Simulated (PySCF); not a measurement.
C2H6F2Si. Atoms are numbered in the order given.

```xyz
11

C      1.9491    -0.5559    -0.6547
Si     0.3839     0.3486    -0.2009
F      0.5547     0.9602     1.3042
C     -1.0794    -0.8452    -0.1862
F     -2.2684    -0.1525     0.0004
H      2.8195     0.1162    -0.5939
H      1.8946    -0.9469    -1.6839
H      2.1271    -1.4033     0.0267
H      0.0924     1.4870    -1.1105
H     -1.1348    -1.4021    -1.1410
H     -0.9690    -1.5950     0.6190
```

Coordinates come from a ωB97X-D3(BJ)/def2-SVP optimisation. The structure was generated by enumeration; whether it is a known compound was not checked. The values are those of a single conformer.

Level of theory: KT2/pcSseg-1 run with PySCF.

GIAO shieldings, no solvent; atoms listed in one row are averaged. δ = σ(ref) − σ: ¹³C against TMS (σ = 185.1 ppm); ²⁹Si against TMS (σ = 361.9 ppm); ¹⁹F against CFCl3 (σ = 127.1 ppm); ¹H against TMS (σ = 31.47 ppm), references at their B3LYP-D3(BJ)/def2-TZVP geometries, non-relativistic.

Computed chemical shifts:
| nucleus | atoms | count | δ (ppm) |
|---|---|---|---|
| ¹³C | C4 | 1 | 82.0 |
| ¹³C | C1 | 1 | -2.3 |
| ²⁹Si | Si2 | 1 | 24.5 |
| ¹⁹F | F3 | 1 | -241.5 |
| ¹⁹F | F5 | 1 | -331.0 |
| ¹H | H9 | 1 | 5.72 |
| ¹H | H11 | 1 | 5.02 |
| ¹H | H10 | 1 | 4.58 |
| ¹H | H6, H7, H8 | 3 | 0.50 |
